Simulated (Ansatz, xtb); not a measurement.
# C6H3FN2: which of two isomers lies lower

Structure a: `C#Cc1nccc(F)n1`, a singlet. Structure b: `N#CC1=C/C(=C/F)C=N1`, a singlet. Both are isolated molecules in the gas phase, relaxed with B3LYP/def2-SVP.

Energies in hartree; the thermal terms are from GFN2-xTB frequencies at re-optimised GFN2-xTB minima (ideal gas, soft modes damped towards free rotors, one conformer each, 298.15 K, 1 atm) and include the zero-point energy:

|  | a | b |
| --- | --- | --- |
| E, CCSD(T)/def2-SVP | −438.211269 | −438.217977 |
| E, MP2/def2-SVP | −438.128369 | −438.132832 |
| E, MP2/def2-TZVPP | −438.926633 | −438.929244 |
| zero-point energy | 0.074554 | 0.074858 |
| H(298 K) − E | 0.082926 | 0.083476 |
| G(298 K) − E | 0.042409 | 0.042166 |

**Question.** Correct the CCSD(T) difference for the basis set by the MP2 change, then work out ΔE, ΔE₀, ΔH and ΔG for a → b in kJ/mol (1 Eh = 2625.50 kJ/mol) and the equilibrium ratio [b]/[a].

**Answer.** 1. Differences b − a: CCSD(T) −0.006708, MP2 in the small set −0.004463, MP2 in the large set −0.002611 Eh.
2. ΔE = −0.006708 + (−0.002611 − (−0.004463)) = −0.004856 Eh = −12.75 kJ/mol.
3. ΔE₀ = ΔE + ΔZPE = −0.004856 + (+0.000304) Eh = −11.95 kJ/mol.
4. ΔH = ΔE + (+0.000550) Eh = −11.31 kJ/mol.
5. ΔG = ΔE + (−0.000243) Eh = −13.39 kJ/mol, so ΔS = (ΔH − ΔG)/T = +7.0 J/(mol K).
6. kT = 0.9442 mEh, so K = [b]/[a] = exp(−ΔG/kT) = exp(+5.40) ≈ 220.

Structure b is favoured at this temperature. An error of 4 kJ/mol in ΔG would change K by a factor of 5. GFN2-xTB, r2SCAN-D4/def2-SVP, B3LYP/def2-SVP, HF/def2-SVP gave ΔE the other sign. Mirror images and further conformers aren't counted.

As drawn, b has 1 C≡N, 2 C–C, 2 C=C, 1 C=N, 1 C–N in place of 1 C≡C, 4 C∷N, 2 C∷C (∷ is an aromatic bond). Structure a has a 6-membered ring (with an aromatic ring), b a 5-membered ring.

Other levels gave ΔE = +70.8 (GFN2-xTB); −42.0 (HF/STO-3G, GFN2-xTB geometries); +5.9 (r2SCAN-D4/def2-SVP, GFN2-xTB geometries); +3.8 (B3LYP/def2-SVP); +5.4 (HF/def2-SVP); −11.7 (MP2/def2-SVP); −17.6 (CCSD(T)/def2-SVP) kJ/mol. The correlated steps freeze 9 core orbitals. Programs: Ansatz 0.2.0, xtb 6.7.1.
